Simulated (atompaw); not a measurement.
## Reading a pseudo-wave (zirconium)

Columns: radius, all-electron u(r) and pseudo u(r) of the 4p shell (level -39.26 eV) of zirconium in the configuration [Ar] 3d10 4s2 4p6 4d2 5s1 5p0; LDA (PW92), scalar-relativistic, PAW (atompaw) scheme, atompaw 4.2.0.5.

| r (bohr) | all-electron | pseudo |
| --- | --- | --- |
| 0.081 | 0.3165 | 0.0090 |
| 0.162 | 0.0419 | 0.0354 |
| 0.242 | -0.3335 | 0.0776 |
| 0.323 | -0.4947 | 0.1348 |
| 0.404 | -0.4352 | 0.2041 |
| 0.485 | -0.2424 | 0.2826 |
| 0.565 | 0.0011 | 0.3658 |
| 0.646 | 0.2492 | 0.4523 |
| 0.727 | 0.4697 | 0.5375 |
| 0.808 | 0.6493 | 0.6181 |
| 0.888 | 0.7835 | 0.6899 |
| 0.969 | 0.8776 | 0.7521 |
| 1.050 | 0.9349 | 0.8016 |
| 1.131 | 0.9613 | 0.8368 |
| 1.212 | 0.9630 | 0.8572 |
| 1.292 | 0.9459 | 0.8627 |
| 1.373 | 0.9146 | 0.8541 |
| 1.454 | 0.8732 | 0.8328 |
| 1.535 | 0.8253 | 0.8007 |
| 1.615 | 0.7741 | 0.7607 |
| 1.696 | 0.7205 | 0.7142 |
| 1.777 | 0.6666 | 0.6642 |
| 1.858 | 0.6137 | 0.6130 |
| 1.938 | 0.5631 | 0.5630 |
| 2.019 | 0.5142 | 0.5142 |
| 2.100 | 0.4681 | 0.4681 |

Q: How many radial nodes do the two functions have?

A: The all-electron 4p function has n − l − 1 = 2; the pseudo-wave has 0, since the states of the same l below it are removed with the core.

Q: Where does each function peak?

A: Outermost all-electron maximum near 1.21 bohr, pseudo maximum near 1.29 bohr (to the table’s step).

Q: Is the pseudo-wave norm-conserving?

A: No, it belongs to a PAW set: the norm inside the radius is not constrained, and the difference is carried by the augmentation charge.
